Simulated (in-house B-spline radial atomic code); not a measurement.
# Ionising Cr²⁺ with different functionals

Computed with a B-spline radial code for spherical atoms: scalar-relativistic (spin-free X2C) Hamiltonian, Fermi nucleus of rms radius 3.6452 fm, spin-polarised at highest spin, spherical fractional occupations for the functionals, and exact exchange of hybrids averaged over the configuration. The ionisation energy is the difference of two self-consistent energies, [Ar] 3d4 → [Ar] 3d3, without Breit or QED terms; ε is the level of the shell that loses the electron (its least bound occupied spin orbital).

```csv
method,rung,ΔSCF (eV),-ε(3d) (eV)
PBE0,global hybrid,31.87,26.38
B3LYP,global hybrid,?,?
TPSSh,global hybrid,31.86,24.91
BHandHLYP,global hybrid,31.55,28.47
r2SCAN0,global hybrid,32.00,26.53
B97-1,global hybrid,31.67,25.76
HSE06,range-separated hybrid,31.85,25.94
wB97X,range-separated hybrid,?,?
CAM-B3LYP,range-separated hybrid,31.91,27.87
LC-wPBE,range-separated hybrid,31.94,29.18
```

(1) What does B3LYP give?

(2) What does wB97X give?

(3) Among the functionals, which spreads more, the ΔSCF values or the orbital energies?

(4) How do they compare with the NIST value?

Results:

(1) ΔSCF 31.94 eV, and -ε(3d) = 25.94 eV.

(2) ΔSCF 31.46 eV, and -ε(3d) = 28.57 eV.

(3) The orbital energies: ΔSCF values span about 0.53 eV and the orbital energies 4.27 eV; here energy differences depend much less on the functional than eigenvalues do.

(4) NIST lists 30.96 eV ± 0.025 (measured, ground level to ground level). Errors run from +0.50 to +1.04 eV; wB97X is closest (+0.50 eV), but part of that can be cancellation, since the calculations leave out spin-orbit coupling, Breit-QED terms, multiplet and fine-structure energies.
